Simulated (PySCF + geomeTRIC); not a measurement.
Level of theory: BP86-D3(BJ)/def2-SVP run with PySCF + geomeTRIC. fastk is a local helper that only speeds up exchange builds. No frequencies were computed at this level.

```python
import json, numpy as np
from pyscf import gto, dft
from fastk import lowrank_exchange
atoms = """
Hf    -0.280958    -0.281326     0.069022
O     -1.872793     0.669441    -0.144390
C     -1.608325     2.038181    -0.001553
H     -2.559217     2.582701     0.071604
H     -1.052562     2.423106    -0.871605
H     -1.021351     2.233975     0.916130
O     -0.318295    -1.819917    -0.986240
C     -1.411350    -2.601110    -0.593658
H     -1.216021    -3.075130     0.384139
H     -1.570256    -3.398333    -1.332372
H     -2.332223    -1.990164    -0.538778
O      1.198068     0.769150    -0.359937
C      2.305249    -0.092531    -0.396489
H      2.430869    -0.600616     0.576871
H      3.210960     0.493392    -0.601929
H      2.185453    -0.846208    -1.194279
O     -0.152353    -0.817150     1.853183
C     -1.337598    -0.686341     2.581999
H     -1.525454     0.367441     2.846127
H     -1.250274    -1.256905     3.517133
H     -2.203571    -1.077261     2.017287
"""
def scf(charge, spin, dm0=None):
    mol = gto.M(atom=atoms, basis='def2-svp', ecp={'Hf': 'def2-svp'}, charge=charge, spin=spin, verbose=3, max_memory=10080)
    mf = dft.KS(mol, xc='bp86').density_fit(auxbasis="def2-universal-jkfit")
    mf.disp = 'd3bj'
    mf.grids.level = 3
    mf.conv_tol = 1e-8
    mf.max_cycle = 120
    mf.level_shift = 0.25
    mf.kernel(dm0)
    if not mf.converged:
        mf = mf.newton().run(mf.mo_coeff, mf.mo_occ).undo_soscf()
    return mf
mf = scf(0, 0)
from pyscf.geomopt.geometric_solver import kernel as optimize
path = []
done, mol = optimize(mf, maxsteps=120, assert_convergence=False, callback=lambda env: path.append((env["energy"], bool(env["g_scanner"].converged))))
res = dict(converged=bool(done and path[-1][1]), energy=path[-1][0], path=[e for e, c in path], xyz=mol.atom_coords(unit="Angstrom").tolist(), nao=mol.nao)
json.dump(res, open("result.json", "w"))
```

Output:

```
converged SCF energy = -508.464484373653
Geometry optimization cycle 1
converged SCF energy = -508.464484368929
cycle 1: E = -508.464484369  dE = -508.464  norm(grad) = 0.132338
Geometry optimization cycle 2
converged SCF energy = -508.500990900044
cycle 2: E = -508.5009909  dE = -0.0365065  norm(grad) = 0.0296618
Geometry optimization cycle 3
converged SCF energy = -508.508031990643
cycle 3: E = -508.508031991  dE = -0.00704109  norm(grad) = 0.0228242
Geometry optimization cycle 4
converged SCF energy = -508.514325548495
cycle 4: E = -508.514325548  dE = -0.00629356  norm(grad) = 0.0272353
Geometry optimization cycle 5
converged SCF energy = -508.520363454651
cycle 5: E = -508.520363455  dE = -0.00603791  norm(grad) = 0.0334114
Geometry optimization cycle 6
converged SCF energy = -508.525359488132
cycle 6: E = -508.525359488  dE = -0.00499603  norm(grad) = 0.0332178
Geometry optimization cycle 7
converged SCF energy = -508.531272765112
cycle 7: E = -508.531272765  dE = -0.00591328  norm(grad) = 0.0232948
Geometry optimization cycle 8
converged SCF energy = -508.533539058427
cycle 8: E = -508.533539058  dE = -0.00226629  norm(grad) = 0.0146386
Geometry optimization cycle 9
converged SCF energy = -508.535396460227
cycle 9: E = -508.53539646  dE = -0.0018574  norm(grad) = 0.00947562
Geometry optimization cycle 10
converged SCF energy = -508.537402004713
cycle 10: E = -508.537402005  dE = -0.00200554  norm(grad) = 0.00766568
Geometry optimization cycle 11
converged SCF energy = -508.539606609212
cycle 11: E = -508.539606609  dE = -0.0022046  norm(grad) = 0.00668038
Geometry optimization cycle 12
converged SCF energy = -508.54166529017
cycle 12: E = -508.54166529  dE = -0.00205868  norm(grad) = 0.00492236
Geometry optimization cycle 13
converged SCF energy = -508.542095441139
cycle 13: E = -508.542095441  dE = -0.000430151  norm(grad) = 0.0105898
Geometry optimization cycle 14
converged SCF energy = -508.542364095695
cycle 14: E = -508.542364096  dE = -0.000268655  norm(grad) = 0.00351995
Geometry optimization cycle 15
converged SCF energy = -508.542452163256
cycle 15: E = -508.542452163  dE = -8.80676e-05  norm(grad) = 0.00225319
Geometry optimization cycle 16
converged SCF energy = -508.542487036117
cycle 16: E = -508.542487036  dE = -3.48729e-05  norm(grad) = 0.00154144
Geometry optimization cycle 17
converged SCF energy = -508.542508246365
cycle 17: E = -508.542508246  dE = -2.12102e-05  norm(grad) = 0.00129941
Geometry optimization cycle 18
converged SCF energy = -508.542527478419
cycle 18: E = -508.542527478  dE = -1.92321e-05  norm(grad) = 0.00141489
Geometry optimization cycle 19
converged SCF energy = -508.542557786934
cycle 19: E = -508.542557787  dE = -3.03085e-05  norm(grad) = 0.00169351
Geometry optimization cycle 20
converged SCF energy = -508.54258478788
cycle 20: E = -508.542584788  dE = -2.70009e-05  norm(grad) = 0.00152541
Geometry optimization cycle 21
converged SCF energy = -508.542602531973
cycle 21: E = -508.542602532  dE = -1.77441e-05  norm(grad) = 0.000991173
Geometry optimization cycle 22
converged SCF energy = -508.542607839148
cycle 22: E = -508.542607839  dE = -5.30717e-06  norm(grad) = 0.00064606
Geometry optimization cycle 23
converged SCF energy = -508.542609240408
cycle 23: E = -508.54260924  dE = -1.40126e-06  norm(grad) = 0.000554085
Geometry optimization cycle 24
converged SCF energy = -508.542610207109
cycle 24: E = -508.542610207  dE = -9.66701e-07  norm(grad) = 0.000870726
Geometry optimization cycle 25
converged SCF energy = -508.542613508872
cycle 25: E = -508.542613509  dE = -3.30176e-06  norm(grad) = 0.000777267
Geometry optimization cycle 26
converged SCF energy = -508.542617661068
cycle 26: E = -508.542617661  dE = -4.1522e-06  norm(grad) = 0.000502251
Geometry optimization cycle 27
converged SCF energy = -508.542620568933
cycle 27: E = -508.542620569  dE = -2.90786e-06  norm(grad) = 0.000383903
Geometry optimization cycle 28
converged SCF energy = -508.542623606046
cycle 28: E = -508.542623606  dE = -3.03711e-06  norm(grad) = 0.000329191
Geometry optimization cycle 29
converged SCF energy = -508.542625980546
cycle 29: E = -508.542625981  dE = -2.3745e-06  norm(grad) = 0.000273538
Geometry optimization cycle 30
converged SCF energy = -508.542628185131
cycle 30: E = -508.542628185  dE = -2.20458e-06  norm(grad) = 0.000238896
Geometry optimization cycle 31
converged SCF energy = -508.542629719395
cycle 31: E = -508.542629719  dE = -1.53426e-06  norm(grad) = 0.000223197
Geometry optimization cycle 32
converged SCF energy = -508.54263015634
cycle 32: E = -508.542630156  dE = -4.36945e-07  norm(grad) = 0.000225216
Geometry optimization cycle 33
converged SCF energy = -508.542630357826
cycle 33: E = -508.542630358  dE = -2.01486e-07  norm(grad) = 0.000221184
<class 'geometric.internal.Distance'> : 24
<class 'geometric.internal.Angle'> : 49
<class 'geometric.internal.OutOfPlane'> : 27
<class 'geometric.internal.Dihedral'> : 144
<class 'geometric.internal.TranslationX'> : 1
<class 'geometric.internal.TranslationY'> : 1
<class 'geometric.internal.TranslationZ'> : 1
<class 'geometric.internal.RotationA'> : 1
<class 'geometric.internal.RotationB'> : 1
<class 'geometric.internal.RotationC'> : 1
Step    0 : Gradient = 2.888e-02/6.455e-02 (rms/max) Energy = -508.4644843689
Step    1 : Displace = 9.035e-02/1.092e-01 (rms/max) Trust = 1.000e-01 (=) Grad = 6.473e-03/1.378e-02 (rms/max) E (change) = -508.5009909000 (-3.651e-02) Quality = 0.789
Step    2 : Displace = 7.635e-02/1.100e-01 (rms/max) Trust = 1.414e-01 (+) Grad = 4.981e-03/8.281e-03 (rms/max) E (change) = -508.5080319906 (-7.041e-03) Quality = 1.436
Step    3 : Displace = 1.107e-01/1.534e-01 (rms/max) Trust = 2.000e-01 (+) Grad = 5.943e-03/1.278e-02 (rms/max) E (change) = -508.5143255485 (-6.294e-03) Quality = 1.469
Step    4 : Displace = 1.471e-01/2.132e-01 (rms/max) Trust = 2.828e-01 (+) Grad = 7.291e-03/1.501e-02 (rms/max) E (change) = -508.5203634547 (-6.038e-03) Quality = 1.381
Step    5 : Displace = 1.067e-01/1.556e-01 (rms/max) Trust = 3.000e-01 (+) Grad = 7.249e-03/1.482e-02 (rms/max) E (change) = -508.5253594881 (-4.996e-03) Quality = 1.484
Step    6 : Displace = 9.542e-02/1.474e-01 (rms/max) Trust = 3.000e-01 (=) Grad = 5.083e-03/1.059e-02 (rms/max) E (change) = -508.5312727651 (-5.913e-03) Quality = -0.039
Step    7 : Displace = 4.799e-02/7.436e-02 (rms/max) Trust = 4.771e-02 (-) Grad = 3.194e-03/7.154e-03 (rms/max) E (change) = -508.5335390584 (-2.266e-03) Quality = 1.087
Step    8 : Displace = 6.914e-02/1.148e-01 (rms/max) Trust = 6.747e-02 (+) Grad = 2.068e-03/5.083e-03 (rms/max) E (change) = -508.5353964602 (-1.857e-03) Quality = 1.041
Step    9 : Displace = 9.699e-02/1.641e-01 (rms/max) Trust = 9.542e-02 (+) Grad = 1.673e-03/3.693e-03 (rms/max) E (change) = -508.5374020047 (-2.006e-03) Quality = 1.037
Step   10 : Displace = 1.360e-01/2.349e-01 (rms/max) Trust = 1.349e-01 (+) Grad = 1.458e-03/2.920e-03 (rms/max) E (change) = -508.5396066092 (-2.205e-03) Quality = 1.047
Step   11 : Displace = 1.973e-01/3.415e-01 (rms/max) Trust = 1.908e-01 (+) Grad = 1.074e-03/2.144e-03 (rms/max) E (change) = -508.5416652902 (-2.059e-03) Quality = 1.068
Step   12 : Displace = 1.063e-01/1.800e-01 (rms/max) Trust = 2.699e-01 (+) Grad = 2.311e-03/4.778e-03 (rms/max) E (change) = -508.5420954411 (-4.302e-04) Quality = -0.003
Step   13 : Displace = 5.300e-02/8.733e-02 (rms/max) Trust = 5.315e-02 (-) Grad = 7.681e-04/1.490e-03 (rms/max) E (change) = -508.5423640957 (-2.687e-04) Quality = 1.244
Step   14 : Displace = 3.238e-02/5.362e-02 (rms/max) Trust = 7.517e-02 (+) Grad = 4.917e-04/9.480e-04 (rms/max) E (change) = -508.5424521633 (-8.807e-05) Quality = 1.250
Step   15 : Displace = 1.687e-02/3.247e-02 (rms/max) Trust = 1.063e-01 (+) Grad = 3.364e-04/6.275e-04 (rms/max) E (change) = -508.5424870361 (-3.487e-05) Quality = 1.347
Step   16 : Displace = 1.489e-02/2.281e-02 (rms/max) Trust = 1.503e-01 (+) Grad = 2.836e-04/6.213e-04 (rms/max) E (change) = -508.5425082464 (-2.121e-05) Quality = 1.275
Step   17 : Displace = 1.496e-02/2.802e-02 (rms/max) Trust = 2.126e-01 (+) Grad = 3.088e-04/5.919e-04 (rms/max) E (change) = -508.5425274784 (-1.923e-05) Quality = 1.429
Step   18 : Displace = 2.717e-02/5.680e-02 (rms/max) Trust = 3.000e-01 (+) Grad = 3.696e-04/7.307e-04 (rms/max) E (change) = -508.5425577869 (-3.031e-05) Quality = 1.335
Step   19 : Displace = 2.774e-02/5.592e-02 (rms/max) Trust = 3.000e-01 (=) Grad = 3.329e-04/6.854e-04 (rms/max) E (change) = -508.5425847879 (-2.700e-05) Quality = 1.287
Step   20 : Displace = 2.526e-02/4.598e-02 (rms/max) Trust = 3.000e-01 (=) Grad = 2.163e-04/3.855e-04 (rms/max) E (change) = -508.5426025320 (-1.774e-05) Quality = 1.087
Step   21 : Displace = 1.441e-02/2.465e-02 (rms/max) Trust = 3.000e-01 (=) Grad = 1.410e-04/2.970e-04 (rms/max) E (change) = -508.5426078391 (-5.307e-06) Quality = 0.779
Step   22 : Displace = 7.805e-03/1.362e-02 (rms/max) Trust = 3.000e-01 (=) Grad = 1.209e-04/2.376e-04 (rms/max) E (change) = -508.5426092404 (-1.401e-06) Quality = 0.392
Step   23 : Displace = 8.665e-03/1.667e-02 (rms/max) Trust = 3.000e-01 (=) Grad = 1.900e-04/3.969e-04 (rms/max) E (change) = -508.5426102071 (-9.667e-07) Quality = 0.182
Step   24 : Displace = 4.404e-03/7.109e-03 (rms/max) Trust = 4.332e-03 (-) Grad = 1.696e-04/3.547e-04 (rms/max) E (change) = -508.5426135089 (-3.302e-06) Quality = 0.921
Step   25 : Displace = 6.199e-03/9.568e-03 (rms/max) Trust = 6.127e-03 (+) Grad = 1.096e-04/2.407e-04 (rms/max) E (change) = -508.5426176611 (-4.152e-06) Quality = 0.680
Step   26 : Displace = 6.032e-03/9.849e-03 (rms/max) Trust = 6.127e-03 (=) Grad = 8.377e-05/1.525e-04 (rms/max) E (change) = -508.5426205689 (-2.908e-06) Quality = 0.518
Step   27 : Displace = 6.084e-03/1.093e-02 (rms/max) Trust = 6.127e-03 (=) Grad = 7.184e-05/1.287e-04 (rms/max) E (change) = -508.5426236060 (-3.037e-06) Quality = 0.467
Step   28 : Displace = 6.454e-03/1.267e-02 (rms/max) Trust = 6.127e-03 (=) Grad = 5.969e-05/1.063e-04 (rms/max) E (change) = -508.5426259805 (-2.374e-06) Quality = 0.270
Step   29 : Displace = 6.138e-03/1.310e-02 (rms/max) Trust = 6.127e-03 (=) Grad = 5.213e-05/1.054e-04 (rms/max) E (change) = -508.5426281851 (-2.205e-06) Quality = 0.193
Step   30 : Displace = 3.211e-03/7.217e-03 (rms/max) Trust = 3.063e-03 (-) Grad = 4.871e-05/1.059e-04 (rms/max) E (change) = -508.5426297194 (-1.534e-06) Quality = 0.168
Step   31 : Displace = 1.640e-03/2.566e-03 (rms/max) Trust = 1.532e-03 (-) Grad = 4.915e-05/1.075e-04 (rms/max) E (change) = -508.5426301563 (-4.369e-07) Quality = 0.098
Step   32 : Displace = 7.978e-04/1.336e-03 (rms/max) Trust = 7.659e-04 (-) Grad = 4.827e-05/1.007e-04 (rms/max) E (change) = -508.5426303578 (-2.015e-07) Quality = 0.139
Converged! =D
```

Cost: about 25 core-minutes (a rough figure).
